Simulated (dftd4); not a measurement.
C3H10BO3 (SMILES COB(OC)[OH+]C), charge +1, singlet, geometry from GFN2-xTB; dftd4 with D4 for pbe0.

Input for dftd4:
```
$ dftd4 mol.xyz --func pbe0 --charge 1 --json dftd4.json --noedisp

# file mol.xyz
17

C      0.15683431     2.53425652    -0.34785853
O     -0.53708415     1.31730493    -0.09618469
B     -0.12483788     0.08001048     0.00055359
O     -0.80250431    -1.02543469     0.18071736
C     -2.22288310    -1.16389613     0.26844763
O      1.38032908    -0.19975549    -0.13585076
C      1.90550999    -1.52900677     0.09327589
H      0.84460794     2.42826681    -1.18766603
H      0.69494662     2.85168721     0.54740565
H     -0.59875153     3.27995768    -0.59103949
H     -2.71528689    -0.19472882     0.22236326
H     -2.44643146    -1.65871481     1.21278740
H     -2.54765464    -1.79182191    -0.56050416
H      1.94869990     0.47036884     0.27633700
H      2.91138608    -1.57342308    -0.32151260
H      1.91459255    -1.77025310     1.15555638
H      1.25538843    -2.22643081    -0.42914037
```

The log (banner, timings and long lists left out):

```
                    ____  _____ _____     ____  _  _
      -------------|  _ \|  ___|_   _|---|  _ \| || |------------
     |             | | | | |_    | | ___ | | | | || |_           |
     |             | |_| |  _|   | ||___|| |_| |__   _|          |
     |             |____/|_|     |_|     |____/   |_|            |
     |             ===================================           |
     |            E. Caldeweyher, S. Ehlert & S. Grimme          |
     |          Mulliken Center for Theoretical Chemistry        |
     |                    University of Bonn                     |
      -----------------------------------------------------------

Rational (Becke-Johnson) damping: pbe0-D4-ATM
---------------------
  s6         1.0000
  s8         1.2007
  s9         1.0000
  a1         0.4009
  a2         5.0293
 alp        16.0000
--------------------

Dispersion energy:      -8.6620190530541E-03 Eh

[Info] JSON dump of results written to 'dftd4.json'
```
